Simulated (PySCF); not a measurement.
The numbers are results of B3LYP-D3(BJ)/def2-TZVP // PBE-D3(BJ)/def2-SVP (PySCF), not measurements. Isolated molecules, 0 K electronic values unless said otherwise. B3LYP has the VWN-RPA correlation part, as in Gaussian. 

Reference species: [Ti(F)4] (neutral, multiplicity 1).

The coordination number is 4. The mean distance from the central atom to its bonded neighbours comes out as 1.744 Å.

Changed species: [Mo(=O)(F)4] (M = Mo, oxo; the reference has M = Ti).

### Question
Give the shifts of the coordination number and mean distance from the central atom to its bonded neighbours.

### Answer
the coordination number rises by 1, to 5; the mean distance from the central atom to its bonded neighbours goes up by 0.072 Å, to 1.816 Å.
